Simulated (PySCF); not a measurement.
A structure optimised at B3LYP-D3(BJ)/def2-SVP, used in a PySCF frequency run:

```xyz
4

C      0.0000     0.0000     0.0000
Br     1.8217     0.0000     0.0000
Br    -0.9108     1.5776     0.0000
Br    -0.9108    -1.5776     0.0000
```
Charge +1, spin multiplicity 1.

### Question
Write its SMILES, formula and point group.

### Answer
Br[C+](Br)Br, CBr3, D3h

### Question
What are its rotational constants (standard atomic weights)?

### Answer
1.2706, 1.2706, 0.63530 GHz
